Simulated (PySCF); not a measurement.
Dipole response of Ti (titanium, neutral)

[Ar] 3d2 4s2, high-spin 3F determinant. Computed with PySCF 2.14 in aug-cc-pwCVTZ-DK (10s9p7d4f3g, 127 functions), with the spin-free X2C one-electron Hamiltonian (Gaussian nucleus). Coupled (time-dependent) response in atomic units; α is the mean over directions.

```csv
method,mean α (bohr³),C₆ (like pair),S(−4)
PBEsol,102.6,1181,5520
```

S(−4) is the Cauchy moment in α(ω) = α(0) + S(−4) ω² + …

Reference α: 87 ± 10 bohr³ (recommended; Schwerdtfeger and Nagle, table of static dipole polarizabilities (2023 update)). Published C₆: 1044 (Chu and Dalgarno (2004); Tang, Norbeck and Certain (1976)).

α(iu) at PBEsol:

```csv
u (hartree),α(iu) (bohr³)
0,102.6
0.0500,90.80
0.100,68.73
0.200,36.77
0.300,21.97
0.500,10.78
0.750,6.141
1.00,4.161
1.50,2.399
2.00,1.595
3.00,0.8628
5.00,0.3758
```

A single London oscillator, α(iu) = α/(1 + u²/ω²), gives C₆ = (3/4) ω α². Matching the computed C₆ needs ω = 4 × 1181 / (3 × 102.6²) = 0.150 hartree.
